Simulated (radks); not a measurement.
Valence configurations of Tc I (all share [Kr]). Calculated with a radial shooting solver on a logarithmic mesh with Libxc functionals: scalar-relativistic Kohn-Sham, SCAN, spin-unpolarised, spherical densities, finite nucleus; meta-GGA in the generalised Kohn-Sham scheme; Fermi nuclear charge, rms radius 4.4112 fm. Energies are relative to 4d5 5s2; eigenvalues in eV.

valence          E (eV)    e(4d)   e(5p)   e(5s)
4d6 5s1          -0.800   -4.501       -  -4.188
4d7              -0.669   -2.639       -       -
4d5.5 5s1.5      -0.542   -5.567       -  -4.860
4d5 5s2           0.000   -6.758       -  -5.231
4d5 5s1.5 5p0.5   2.026   -7.428  -1.717  -5.808
4d6 5p1           2.550   -5.959  -1.648       -
4d5 5s1 5p1       4.052   -8.098  -2.086  -6.100
4d4.5 5s1.5 5p1   5.196   -9.297  -2.313  -6.642
4d4 5s2 5p1       6.748  -10.622  -2.503  -6.991
4d3.5 5s1.5 5p2  13.561  -13.109  -3.296  -8.127

NIST lists [Kr] 4d5 5s2 as the ground configuration; this level of theory puts 4d6 5s1 lower, by 0.800 eV. The energies are those of spherical spin-averaged densities, not of single terms.
